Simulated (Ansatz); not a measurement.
# Worked example: GaHCl2 + SiHCl2 → GaHCl + SiHCl3

Species: GaHCl2 `[Cl][GaH][Cl]`, singlet; SiHCl2 `Cl[SiH]Cl`, doublet; GaHCl `[Cl][GaH]`, doublet; SiHCl3 (trichlorosilane) `Cl[SiH](Cl)Cl`, singlet. A radical takes Cl: the energy is the difference in strength between the Ga–Cl bond broken and the Si–Cl bond made.

Shapes, held fixed at every level: PBE0-D4/def2-TZVP. Programs: Ansatz 0.2.0. The zero-point and thermal change to 298 K, harmonic and unscaled (PBE0-D4/def2-TZVP), is -0.4 kJ/mol.

At CCSD(T)/def2-TZVPP; 1 Eh = 2625.50 kJ/mol:

| species | energy (Eh) |
| --- | --- |
| GaHCl2 | -2843.625904 |
| SiHCl2 | -1209.153453 |
| GaHCl | -2383.796112 |
| SiHCl3 | -1668.992071 |

Work out ΔH(298 K) of the reaction at this level.


1. Products less reactants: (-2383.796112) + (-1668.992071) − [(-2843.625904) + (-1209.153453)] = -0.008826 Eh = -23.2 kJ/mol.
2. With the thermal change: -23.2 + (-0.4) = -23.6 kJ/mol.

Other levels give -39.1 (wB97M-V/def2-TZVPP) to -14.4 kJ/mol (MP2/def2-SVP). No measured value is set beside it here. Open shells run unrestricted. Relativity is left out for Ga. Outer-core shells of Ga are correlated, in sets that cover them unevenly.
